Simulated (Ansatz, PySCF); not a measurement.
Noncovalent pair: C2H6 (SMILES CC) (first 8 atoms) with CH3Br (SMILES CBr); geometry from B3LYP-D3(BJ)/def2-TZVP, rigid monomers moved along the line of their centres of mass till C2···H11 is 3.29 Å.
(charge 0, multiplicity 1):
```xyz
13

C      0.7162    -0.4709     0.1097
C     -0.5395     0.3000     0.5056
H      0.5301    -1.1220    -0.7468
H      1.0769    -1.0946     0.9295
H      1.5270     0.2085    -0.1584
H     -0.8938     0.9289    -0.3134
H     -0.3480     0.9502     1.3611
H     -1.3557    -0.3761     0.7715
C      0.4069    -1.0151     4.3596
Br     1.6763     0.4739     4.3383
H     -0.3278    -0.8293     3.5846
H     -0.0528    -1.0400     5.3412
H      0.9639    -1.9244     4.1637
```

Interaction energies are E(AB) − E(A) − E(B) at the monomers' geometry in the complex; basis-set methods are counterpoise corrected. Rows marked so take none.

Cores are frozen in the correlated methods. Filled d and f shells under p-block atoms count as core. Rows in 3-21G, 6-31G*, STO-3G carry no dispersion term and start afresh at each structure (6-31G* with six Cartesian d functions); the Pople sets are all-electron and without relativity. MP2/6-31G* freezes PySCF's default core, which leaves 3d correlated.

Codes used: Ansatz (Gaussian orbitals); PySCF for 3-21G rows, 6-31G* rows, STO-3G rows, the dispersion terms. Each number belongs to the level named beside it.

Other levels give for the interaction energy: PBE/def2-TZVPPD -20.0; B3LYP/def2-TZVPPD 9.5; B3LYP-D3(BJ)/def2-TZVPPD -57.2; wB97M-V/def2-TZVPPD -49.3; CCSD(T)/aug-cc-pVDZ -46.9 meV.

Common cheap choices:

```tsv
level	interaction energy (meV)
HF/STO-3G (no counterpoise)	3.0
HF/3-21G (no counterpoise)	-14.9
HF/6-31G*	10.0
HF/6-31G* (no counterpoise)	5.5
BP86/6-31G* (no counterpoise)	18.6
B3LYP/6-31G*	11.1
M06-2X/6-31G* (no counterpoise)	-48.2
MP2/6-31G*	-20.2
```

Ansatz is a program for electronic structure.
